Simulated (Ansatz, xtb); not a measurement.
C3H9OSi: where a starting geometry ends

The starting geometry of this gas-phase doublet was built from a drawn formula by distance geometry and a force field; its bonds are those of `[CH2][C@H]([SiH3])OC`.

```yaml
atoms:
  - { symbol: C, position_ang: [-0.2427, -0.1936, 2.4991] }
  - { symbol: C, position_ang: [0.4899, -0.3695, 1.2176] }
  - { symbol: C, position_ang: [1.6693, -2.3185, 0.3492] }
  - { symbol: O, position_ang: [0.4731, -1.7926, 0.8800] }
  - { symbol: Si, position_ang: [-0.1363, 0.7830, -0.1562] }
  - { symbol: H, position_ang: [-0.0544, 0.6374, 3.1226] }
  - { symbol: H, position_ang: [-0.9514, -0.9390, 2.7923] }
  - { symbol: H, position_ang: [1.5676, -0.1045, 1.4225] }
  - { symbol: H, position_ang: [0.0084, 2.2136, 0.2933] }
  - { symbol: H, position_ang: [0.6670, 0.6273, -1.3595] }
  - { symbol: H, position_ang: [-1.5807, 0.6128, -0.4532] }
  - { symbol: H, position_ang: [1.9912, -1.7911, -0.5032] }
  - { symbol: H, position_ang: [1.4591, -3.3466, 0.1597] }
  - { symbol: H, position_ang: [2.4683, -2.2545, 1.1408] }
```

Q: Where would you expect an optimisation with r2SCAN-D4/def2-SVP to take it?

A: It keeps its bonds, and is `[CH2][C@H]([SiH3])OC`.

The energy falls by 0.28 eV over 10 steps:

| step | E − E(last) (eV) |
| --- | --- |
| 1 | 0.283 |
| 2 | 0.045 |
| 3 | 0.010 |
| 4 | 0.002 |
| 5 | 0.001 |
| 6 | 0.000 |
| 7 | 0.000 |
| 8 | 0.000 |
| 9 | 0.000 |
| 10 | 0.000 |

Final geometry (Å):

```xyz
14

C    -0.2869   -0.1591    2.5312
C     0.5808   -0.4134    1.3677
C     1.6342   -2.2435    0.2961
O     0.4983   -1.7803    0.9784
Si   -0.0489    0.7016   -0.0884
H    -0.1823    0.7647    3.1045
H    -1.1566   -0.8005    2.6933
H     1.6337   -0.1288    1.5955
H     0.1087    2.1439    0.2718
H     0.7102    0.4455   -1.3536
H    -1.4896    0.3937   -0.3164
H     1.8347   -1.6726   -0.6327
H     1.4498   -3.2931    0.0260
H     2.5419   -2.1942    0.9319
```

From the same start GFN2-xTB ends elsewhere, differing in C1–Si5 (2.03 against 2.77 Å here).

No frequencies were run, so the end isn't proven a minimum. Open shells are spin-unrestricted. Run with Ansatz 0.2.0, 88 s on 2 threads of Arm Neoverse V1 (shared host).
